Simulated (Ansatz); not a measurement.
Total energies of the cluster ZrO2⁻ (the lowest doublet isomer of a short search) from Ansatz at PBE-D4/def2-TZVPD, gas phase (1 Eh = 27.2114 eV = 2625.5 kJ/mol). The reference geometry is relaxed at PBE-D4/def2-TZVPD.

Cartesian coordinates in Å:
```
Zr -0.002 -0.479 -0.523
O 0.569 -0.765 1.179
O -0.567 1.244 -0.656
```

```tsv
state	geometry	energy (Eh)
charge -1 doublet	reference	-197.55737
charge 0 singlet	reference	-197.49552
charge -1 quartet	relaxed at PBE-D4/def2-TZVPD	-197.45653
```

In the def2 sets Zr takes a core potential; there is no spin–orbit coupling.

(1) Work out the vertical ionisation energy to the singlet.

(2) Which of the charge -1 states is lowest, and how far above it are the others?

(1) E(charge 0 singlet) − E(charge -1 doublet) = -197.49552 − (-197.55737) = 0.06185 Eh = 1.68 eV. For comparison, −ε of the highest occupied level of the spin that leaves is -0.46 eV at this level, 2.14 eV less.

(2) The doublet. quartet: -197.45653 − (-197.55737) = 0.10084 Eh = 264.8 kJ/mol.

At PBE-D4/def2-TZVPD the highest occupied level of the charge -1 doublet lies above zero (up to 0.46 eV). By energy differences its removal costs 1.68 eV (vertical, to the charge 0 singlet, at PBE-D4/def2-TZVPD); a positive level beside a positive removal energy at the same level points to self-interaction error. At PBE-D4/def2-TZVPD the highest occupied level of the charge -1 quartet lies above zero (up to 1.55 eV). It is a level of α spin, whose loss leaves a triplet; that state wasn't run at this geometry and level. The electron is either unbound and held by the finite basis, or the level is raised by self-interaction error. 

The structure comes from a short search, and lower isomers may exist.
